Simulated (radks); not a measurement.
Values are calculated unless marked as measured or tabulated.
Polarisability of neutral arsenic, [Ar] 3d10 4s2 4p3, at imaginary frequency. Level of theory: scalar-relativistic Kohn-Sham, PBE, spin-polarised, spherical densities, finite nucleus; open shells are filled with parallel spins first; Fermi nuclear charge, rms radius 4.0968 fm (a radial shooting solver on a logarithmic mesh with Libxc functionals). Response by self-consistent Sternheimer equations with the Hartree and adiabatic LDA kernel, the relativistic mass of each level held fixed and spin-orbit coupling left out.

w (hartree),alpha1(iw) (bohr^3)
0.00266,33.49
0.0143,33.41
0.0360,32.98
0.0697,31.68
0.118,28.93
0.186,24.55
0.280,19.09
0.413,13.54
0.605,8.740
0.892,5.167
1.35,2.825
2.12,1.441
3.59,0.6753
6.94,0.2629
17.5,0.06167

Static values: alpha1 = 33.50 bohr^3 (4.964 angstrom^3; uncoupled 48.10). C6 = 283.5, triple-dipole C9 = 6767 atomic units. One-pole (London) frequency 4 C6 / (3 alpha1^2) = 0.337 hartree, against 0.218 for minus the highest occupied eigenvalue. Recommended static value: 30 bohr^3 (Schwerdtfeger and Nagle, 2023 table).
